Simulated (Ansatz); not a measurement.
Frontier orbitals of `[CH3][Al-]1([F])[O]C(C(F)(F)F)=CC(C(F)(F)F)=[O+]1`.

Total charge 0; spin multiplicity 1. The structure was optimised at the PBE0-D4/def2-TZVP level. Basis def2-TZVPP, Ansatz 0.2.0.

```tsv
functional	HOMO (eV)	LUMO (eV)
BLYP	-7.10	-4.27
```

(1) Give HOMO and LUMO (eV) with LDA (SPW92), PBE, revPBE, r2SCAN, B97M-V, PBE0, B3LYP, r2SCANh, r2SCAN0, HSE06 (plane-wave form), BHLYP, CAM-B3LYP, LC-ωPBE, ωB97X-V, ωB97M-V, HF. (Best estimate.)

Answers

(1) Computed: 
```
             functional    HOMO   LUMO
            LDA (SPW92)   -7.43  -4.72
                    PBE   -7.24  -4.39
                 revPBE   -7.16  -4.27
                 r2SCAN   -7.51  -4.37
                 B97M-V   -7.57  -4.24
                   PBE0   -8.56  -3.63
                  B3LYP   -8.33  -3.85
                r2SCANh   -8.01  -4.08
                r2SCAN0   -8.75  -3.63
HSE06 (plane-wave form)   -8.16  -4.01
                  BHLYP   -9.74  -2.70
              CAM-B3LYP   -9.93  -2.58
                LC-ωPBE  -11.23  -1.48
                ωB97X-V  -10.88  -1.47
                ωB97M-V  -10.77  -1.51
                     HF  -11.41   0.05
```

B3LYP here is the variant with VWN-RPA as its local correlation; programs differ in this. LC-ωPBE has ω = 0.4 bohr⁻¹.
